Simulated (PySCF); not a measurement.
Job for PySCF: U-HF/LANL2DZ on GeHI (SMILES [GeH][I]), a point of a bond scan (R = 3.203 Å).

```python
from pyscf import gto, scf, dft, mp
from pyscf.data.elements import chemcore

mol = gto.M(
    atom='''
    Ge   -0.91057453   -0.75513755    1.05678619
    H    -2.95095745   -1.72575331   -1.21319293
    I     0.58621040    0.47933673   -0.63658405
    ''',
    basis='lanl2dz',
    ecp={'Ge': 'lanl2dz', 'I': 'lanl2dz'},
    charge=0, spin=0, verbose=3, max_memory=1800)
mf = scf.UHF(mol)
mf.conv_tol = 1e-8
mf.max_cycle = 100
mf.init_guess_breaksym = True
mf.kernel()
if not mf.converged:
    mf = mf.newton().run(mf.mo_coeff, mf.mo_occ)
for _ in range(4):
    mo, _, stable, _ = mf.stability(return_status=True)
    if stable:
        break
    mf.kernel(mf.make_rdm1(mo, mf.mo_occ))
```

Output:

```
converged SCF energy = -15.2189230524389  <S^2> = 1.3533707e-10  2S+1 = 1
<class 'pyscf.scf.uhf.UHF'> wavefunction has an internal instability
converged SCF energy = -15.2996422996662  <S^2> = 0.95034192  2S+1 = 2.1912023
<class 'pyscf.scf.uhf.UHF'> wavefunction is stable in the internal stability analysis
```

The run converged. Its determinant has ⟨S²⟩ = 0.95, a mixture of spin states.

Cost: very roughly 0.7 core-seconds.
